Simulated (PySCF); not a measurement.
Compound: C6H8O2 (charge +1 and doublet state).
Numbering: `[H]/[C+:1]=[C:2]/[C:3](=[O:4])[O:5][CH2:6][CH2:7][CH3:8]` (hydrogens: H9 on C1; H10, H11 on C6; H12, H13 on C7; H14, H15, H16 on C8)

Cartesian coordinates in Å at the GFN2-xTB level; atoms count from 1:
```
atom  x, y, z in Å
C1     3.921    0.300    0.139
C2     2.740    0.271   -0.083
C3     1.343    0.298   -0.390
O4     0.840    1.297   -0.896
O5     0.702   -0.793   -0.073
C6    -0.666   -0.935   -0.475
C7    -1.469    0.350   -0.386
C8    -1.810    0.847    0.981
H9     4.954    0.296    0.357
H10   -1.066   -1.701    0.201
H11   -0.670   -1.332   -1.497
H12   -2.316    0.362   -1.075
H13   -0.709    1.112   -0.831
H14   -2.120    1.892    0.962
H15   -1.000    0.715    1.696
H16   -2.681    0.297    1.359
```

The hyperfine couplings belong to this conformer and change with its torsions.

Computed with UKS B3LYP, pcH-1 on C H O, non-relativistic, mean-field spin-orbit, GIAO (PySCF). One conformer (not necessarily the lowest) at the GFN2-xTB geometry, without solvent, vibrations or thermal averaging. A GFN2-xTB geometry isn't a minimum of the functional, and hyperfine couplings can be far from their values at a DFT geometry, by a factor of two or more for some ions and for spin on atoms past the first row. The SCF solution wasn't tested for stability.

Problem. Give the principal g shifts and their parts.

Solution. 
| Δg (ppm) | 1 | 2 | 3 |
| --- | --- | --- | --- |
| relativistic mass correction | -254 | -254 | -254 |
| gauge correction | 13 | 51 | 49 |
| orbital Zeeman/spin–orbit | 997 | 3586 | 3879 |
| total | 756 | 3383 | 3674 |

So g = 2.00307, 2.00570, 2.00599 and g_iso = 2.00492; the tensor is close to axial: the two nearest values differ by 10 % of g3 − g1. Axes: g1 points within 8° of the C7–H13 bond.

Problem. What effective moment and Curie constant follow for a powder?

Solution. With the mean of g² = 4.0197 and S(S+1) = 0.75: μ_eff = √(⟨g²⟩S(S+1)) = 1.736 μB and χT = 0.12505·⟨g²⟩·S(S+1) = 0.377 cm³ K/mol (cgs; spin-Hamiltonian part alone).

Problem. What are the electron Larmor frequencies g μB B/h along the three axes at 340 mT?

Solution. 9.5321, 9.5446, 9.5460 GHz for g1, g2 and g3, a range of 13.9 MHz.

Problem. How much does each term add to the isotropic shift?

Solution. The orbital-Zeeman/spin–orbit term 2820, the mass correction -254 and the gauge correction 38 ppm, for a total of 2604 ppm. The orbital-Zeeman/spin–orbit term is the largest in size. The mass correction is the same along every axis, so the anisotropy comes from the other two: their spans along these axes are 38 (gauge) and 2882 ppm (orbital Zeeman/spin–orbit).

Problem. In a frozen sample, at which fields do the three g values resonate at 9.5, 34, 94 and 263 GHz (hyperfine left aside), and which band first spreads them over more than twice a line width of 1.0 mT?

Solution. 
| band | GHz | B(g3) mT | B(g2) mT | B(g1) mT | spread mT |
| --- | --- | --- | --- | --- | --- |
| X | 9.5 | 338.36 | 338.41 | 338.86 | 0.49 |
| Q | 34.0 | 1210.98 | 1211.16 | 1212.75 | 1.76 |
| W | 94.0 | 3348.01 | 3348.50 | 3352.89 | 4.88 |
| J | 263.0 | 9367.31 | 9368.67 | 9380.95 | 13.65 |

The spread grows in proportion to the frequency. W band is the first where it exceeds 2.0 mT.

Largest spin populations (Mulliken): O4 (+0.46), C7 (+0.28), H13 (+0.08) and C1 (+0.06).

The HOMO–LUMO gaps are 6.17 eV among the α and 2.39 eV among the β orbitals.

The SMILES draws the unpaired electron on C2; the largest computed Mulliken spin population is on O4 (0.46 against 0.03).
